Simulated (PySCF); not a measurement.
**Removal energies of Pb⁵⁴⁺ from EOM-IP-GCCSD**

Reference: closed-shell Pb⁵⁴⁺, [Ar] 3d10; one electron is removed. Calculated with PySCF 2.14, two-component X2C-1e with screened spin-orbit coupling, an uncontracted even-tempered set (17 s from 5.3 bohr⁻², ratio 2.6; 15 p from 6.9 bohr⁻², ratio 2.6; 10 d from 6.9 bohr⁻², ratio 2.6; 5 f from 7.1 bohr⁻², ratio 2.8); frozen [Ar]; the 96 highest virtual spinors dropped; of the others 70 kept and the rest restored at second order. No Breit or QED terms. Binding energies in eV.

| level | Koopmans | second order | EOM-CCSD |
| --- | --- | --- | --- |
| 3d3/2 | 5533.7 | 5533.0 | 5533.1 |
| 3d5/2 | 5421.6 | 5421.1 | 5421.2 |

For comparison, the ionisation energy of Pb⁵⁴⁺ is 5414 ± 5 eV (theoretical estimate listed by NIST; NIST Atomic Spectra Database, ionization energies).
